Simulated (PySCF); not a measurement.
Compound: C5H4F2.
Geometry (GFN2-xTB, Å), atoms numbered from 1 in this order:
```
atom  x, y, z in Å
C1     2.4331    0.5449    0.2511
C2     1.3617    0.1651   -0.1260
C3     0.0884   -0.2768   -0.5988
F4     0.1376   -0.8893   -1.8271
C5    -0.9608   -0.7949    0.3547
C6    -1.1679    0.5147   -0.3384
F7    -1.0805    1.6550    0.3928
H8     3.3673    0.8756    0.5938
H9    -0.7154   -0.7716    1.4053
H10   -1.5580   -1.6353    0.0370
H11   -1.9000    0.6151   -1.1304
```

The closed-shell ground state was solved at several levels (PySCF, density fitting, gas phase, non-relativistic).

| level | basis functions | HOMO (eV) | LUMO (eV) | gap (eV) | dipole (D) |
| --- | --- | --- | --- | --- | --- |
| PBE0/def2-SVPD | 178 | -7.79 | -0.17 | 7.62 | 1.30 |
| B3LYP/pcJ-1 | 229 | -7.48 | -0.20 | 7.28 | 1.23 |

Task: Estimate the row for PBE0/pcSseg-1, a basis of 139 functions; the other rows only guide the guess.

Result: HOMO -7.72 eV, LUMO 0.01 eV, gap 7.73 eV, dipole 1.22 D.

Task: Over all these levels, which gives the widest orbital gap and which the narrowest?

Result: PBE0/pcSseg-1 (global hybrid, 25 % exact exchange) has the widest, 7.73 eV, and B3LYP/pcJ-1 (global hybrid, 20 % exact exchange) the narrowest, 7.28 eV. Functional and basis both differ between the two, so the spread mixes both effects.

Task: How far do the dipole and the HOMO energy spread over the levels?

Result: The dipole runs from 1.22 to 1.30 D (mean 1.25 D) and the HOMO from -7.79 to -7.48 eV.
